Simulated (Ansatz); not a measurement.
C3H5O, SMILES CC[C]=O, multiplicity 2.

Coordinates come from a PBE-D3(BJ)/def2-SVP optimisation. The isomer is the one that the SMILES or the coordinates give; other isomers of the formula were not compared. Other conformers were not sampled.

Two levels are set side by side: PBE/def2-SVPD (Ansatz, an electronic-structure program) and CAM-B3LYP/def2-SVPD (Ansatz). Energy differences of separate SCF runs at the same geometry; the states with an electron removed or added have multiplicity 1 and 1. Differences are taken from unrounded values.

```csv
quantity,PBE
vertical ionisation energy (eV),8.23
```

### Question
These are the PBE values. What does CAM-B3LYP give? (The exact figures need the calculation; the answer reports its results.)

### Answer

```json
[
 {"quantity": "vertical ionisation energy (eV)", "CAM-B3LYP": "8.62", "PBE minus CAM-B3LYP": "-0.39"}
]
```
